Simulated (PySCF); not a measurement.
# SMILES C[C@@H]1CN(C)C[C@H]1F, C6H12FN

Molfile (atoms numbered from 1):
```
C6H12FN
     RDKit          3D

 20 20  0  0  0  0  0  0  0  0999 V2000
   -1.7260   -0.6972    1.0171 C   0  0  0  0  0  0  0  0  0  0  0  0
   -1.3842    0.4268    0.0495 C   0  0  2  0  0  0  0  0  0  0  0  0
   -0.3601    0.0037   -1.0012 C   0  0  0  0  0  0  0  0  0  0  0  0
    0.8740    0.0132   -0.2466 N   0  0  0  0  0  0  0  0  0  0  0  0
    2.0875   -0.1873   -0.9784 C   0  0  0  0  0  0  0  0  0  0  0  0
    0.8444    1.1534    0.6506 C   0  0  0  0  0  0  0  0  0  0  0  0
   -0.6266    1.5639    0.7327 C   0  0  1  0  0  0  0  0  0  0  0  0
   -0.8131    2.7247    0.0040 F   0  0  0  0  0  0  0  0  0  0  0  0
   -2.2664   -1.5046    0.5007 H   0  0  0  0  0  0  0  0  0  0  0  0
   -0.8107   -1.1304    1.4473 H   0  0  0  0  0  0  0  0  0  0  0  0
   -2.3650   -0.3393    1.8392 H   0  0  0  0  0  0  0  0  0  0  0  0
   -2.2994    0.8360   -0.4042 H   0  0  0  0  0  0  0  0  0  0  0  0
   -0.5565   -0.9956   -1.4241 H   0  0  0  0  0  0  0  0  0  0  0  0
   -0.3571    0.7328   -1.8428 H   0  0  0  0  0  0  0  0  0  0  0  0
    2.0317   -1.1241   -1.5546 H   0  0  0  0  0  0  0  0  0  0  0  0
    2.3177    0.6372   -1.6918 H   0  0  0  0  0  0  0  0  0  0  0  0
    2.9402   -0.2772   -0.2867 H   0  0  0  0  0  0  0  0  0  0  0  0
    1.2708    0.8987    1.6369 H   0  0  0  0  0  0  0  0  0  0  0  0
    1.4050    2.0286    0.2625 H   0  0  0  0  0  0  0  0  0  0  0  0
   -0.9725    1.7643    1.7598 H   0  0  0  0  0  0  0  0  0  0  0  0
  1  2  1  0
  2  3  1  0
  3  4  1  0
  4  5  1  0
  4  6  1  0
  6  7  1  0
  7  8  1  0
  7  2  1  0
  1  9  1  0
  1 10  1  0
  1 11  1  0
  2 12  1  6
  3 13  1  0
  3 14  1  0
  5 15  1  0
  5 16  1  0
  5 17  1  0
  6 18  1  0
  6 19  1  0
  7 20  1  1
M  END
```

Computed, not measured: TDDFT CAM-B3LYP/def2-SVPD circular dichroism and optical rotation, one conformer, gas phase (PySCF 2.14.0). Geometry: PBE0-D3(BJ)/def2-SVP.

States above about 7.5 eV lie in this functional's continuum (it starts at minus the energy of the highest occupied orbital, well below the true ionisation energy for most functionals) and depend on the basis.

Question: Draw the ECD and absorption spectra from the lowest 12 states, each a Gaussian of half-width 0.35 eV at 1/e height.

Answer: 
```csv
E (eV),λ (nm),Δε (L mol⁻¹ cm⁻¹),ε (L mol⁻¹ cm⁻¹)
5.40,230,-0.22,130
5.50,226,-0.46,271
5.60,222,-0.82,480
5.70,218,-1.24,721
5.80,214,-1.58,922
5.90,210,-1.70,1000
6.00,207,-1.55,926
6.10,203,-1.14,736
6.20,200,-0.60,519
6.30,197,-0.06,363
6.40,194,+0.37,321
6.50,191,+0.55,403
6.60,188,+0.37,605
6.70,185,-0.12,923
6.80,182,-0.65,1360
6.90,180,-0.87,1890
7.00,177,-0.60,2420
7.10,175,-0.04,2800
7.20,172,+0.42,2920
7.30,170,+0.52,2810
7.40,168,+0.35,2680
7.50,165,+0.31,2790
7.60,163,+0.75,3250
7.70,161,+1.56,3990
7.80,159,+2.21,4770
7.90,157,+2.21,5320
8.00,155,+1.68,5420
8.10,153,+1.41,5060
8.20,151,+2.31,4370
8.30,149,+4.66,3550
8.40,148,+7.90,2810
```
Δε uses R in velocity form, ε uses f in length form. Only the states computed contribute, so the short-wavelength end is incomplete.
